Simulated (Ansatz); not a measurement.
`[F][GeH2][CH2][GeH3]` + `N=C1O[SiH2]1` → `[GeH3]/[N]=C1\O[SiH2]1` + `[CH3][GeH2][F]`  (ligand exchange at a Ge–C bond)

Program: Ansatz. Geometries: PBE0-D4/def2-TZVP. ΔE: electronic, gas phase. CCSD(T)/CBS adds triple-zeta CCSD(T) − MP2 to the extrapolated MP2 energy (def2 sets, frozen cores). Functionals use def2-TZVPP. For Ge outer-core shells are correlated without core-valence functions, which leaves a few kJ/mol of doubt a bond. Scalar relativity is left out up to krypton. Each species was taken in one conformer, which may not be the lowest.

Question: Is it downhill or uphill in electronic energy at CCSD(T)/CBS, and by how much? (Best estimate.)

Answer: Computed: Downhill: ΔE = -21.2 kJ/mol.

Question: What do these levels give: PBE-D4, ωB97M-V, MP2/def2-TZVPP, SCS-MP2/def2-TZVPP, MP2/def2-QZVPP, SCS-MP2/def2-QZVPP? (Best estimate.)

Answer: The calculation gave: PBE-D4 -21.8, ωB97M-V -22.9, MP2/def2-TZVPP -27.1, SCS-MP2/def2-TZVPP -28.7, MP2/def2-QZVPP -25.7, SCS-MP2/def2-QZVPP -27.4 kJ/mol.

Largest T1 diagnostic among the species: 0.017.

In def2-TZVPP, CCSD(T) changes the Hartree–Fock value by +8.4 kJ/mol (the triples alone add −0.7 kJ/mol) and MP2 by +4.9 kJ/mol.
